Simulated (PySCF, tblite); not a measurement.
Isomers of C3H8F2SSi2, one GFN2-xTB conformer each. Single-point energies are computed at PBE0/pcSseg-1 (PySCF, gas phase, no added dispersion term), electronic only.

| SMILES | GFN2-xTB relative energy (kJ/mol) |
| --- | --- |
| F[C@@H]1[C@H]([SiH3])CS[Si@H]1F | 186.2 |
| F[SiH2]S[Si@H](F)C1CC1 | 0.0 |

Conformers: `[F:1][C@@H:2]1[C@H:3]([SiH3:4])[CH2:5][S:6][Si@H:7]1[F:8]` with F1–C2–C3–Si4 45°, C2–C3–C5–S6 -53°, C3–C5–S6–Si7 36°, C5–S6–Si7–F8 -125°; `[F:1][SiH2:2][S:3][Si@H:4]([F:5])[CH:6]1[CH2:7][CH2:8]1` with F1–Si2–S3–Si4 -51°, Si2–S3–Si4–F5 -52°, S3–Si4–C6–C7 -151°.

Question: What does PBE0/pcSseg-1 give for the same structures?

Answer: 
```csv
SMILES,PBE0/pcSseg-1 E (Eh),PBE0/pcSseg-1 (kJ/mol),GFN2-xTB (kJ/mol),point group
F[SiH2]S[Si@H](F)C1CC1,-1295.36164,0.0,0.0,C1
F[C@@H]1[C@H]([SiH3])CS[Si@H]1F,-1295.29193,183.0,186.2,C1
```

Both levels put the same isomer lowest. As drawn, the lower has a three-membered ring, which the higher lacks.

Question: Which frontier levels, dipoles and rotational constants go with these structures?

Answer: 
```
                         SMILES  HOMO (eV, PBE0/pcSseg-1)  LUMO (eV)  dipole (D)       A, B, C (MHz)
         F[SiH2]S[Si@H](F)C1CC1                     -7.89      -0.41        1.46  2817, 586.5, 553.2
F[C@@H]1[C@H]([SiH3])CS[Si@H]1F                     -7.42      -0.22        1.69  1899, 828.6, 676.9
```

Question: What happens when harmonic zero-point energies from GFN2-xTB frequencies are added?

Answer: 
| SMILES | ZPE (kJ/mol) | electronic (kJ/mol) | with ZPE (kJ/mol) |
| --- | --- | --- | --- |
| F[SiH2]S[Si@H](F)C1CC1 | 274.0 | 0.0 | 0.0 |
| F[C@@H]1[C@H]([SiH3])CS[Si@H]1F | 266.8 | 183.0 | 175.8 |

The zero-point energies span 7.2 kJ/mol. The order is unchanged.
